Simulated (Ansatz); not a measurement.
`F[SiH](Cl)[GeH2][Cl]` + `[SH][GeH3]` → `F[SiH](Cl)[S][GeH3]` + `[Cl][GeH3]` at 700 K and 1 bar (cleavage of the Si–Ge bond).

Gas-phase electronic energies from Ansatz, PBE0-D4/def2-TZVP geometries. CCSD(T)/CBS adds triple-zeta CCSD(T) − MP2 to the extrapolated MP2 energy (def2 sets, frozen cores). For Ge outer-core shells are correlated without core-valence functions, which leaves a few kJ/mol of doubt a bond. Scalar relativity is left out up to krypton. One conformer a species, not always the lowest.

```
               species  CCSD(T)/CBS energy (Eh)  H − E (kJ/mol)  S (J/(mol·K))
`F[SiH](Cl)[GeH2][Cl]`              -3386.49998           160.0          505.6
          `[SH][GeH3]`              -2476.30083           133.1          357.0
 `F[SiH](Cl)[S][GeH3]`              -3325.10853           187.9          514.3
          `[Cl][GeH3]`              -2537.71925           104.5          321.9
```

H − E and S are ideal-gas, rigid-rotor, harmonic terms from PBE0-D4/def2-TZVP, for one conformer and one mirror image of each species. 1 Eh = 2625.50 kJ/mol, R = 8.31446 J/(mol·K).

By hand: ΔE, ΔH, ΔS and ΔG.

ΔE = (-3325.10853) + (-2537.71925) − (-3386.49998) − (-2476.30083) = -0.02697 Eh = -70.8 kJ/mol. Δ(H − E) = 187.9 + 104.5 − 160.0 − 133.1 = -0.7, so ΔH = -71.5 kJ/mol. ΔS = 514.3 + 321.9 − 505.6 − 357.0 = -26.4 J/(mol·K). ΔG = -71.5 − 700 × (-26.4)/1000 = -53.0 kJ/mol.

By hand: the equilibrium constant, and the temperature at which ΔG would vanish if ΔH and ΔS stayed fixed.

log₁₀ K = −ΔG/(RT ln 10) = 4.0. ΔG = 0 at ΔH/ΔS = 2708 K, far beyond where these terms or the molecules hold.

ΔH outweighs TΔS. A doubt of 5 kJ/mol in ΔE shifts log₁₀ K by 0.4 here. Other conformers and mirror images would add mixing entropy, several J/(mol·K) or more a flexible species. Modes under 60 cm⁻¹, often nearly free rotors, make the harmonic entropy too high. These are equilibria of isolated gas molecules and say nothing of rates. Largest T1 diagnostic: 0.011 (customary marks: 0.02 for closed shells, 0.045 for open ones).
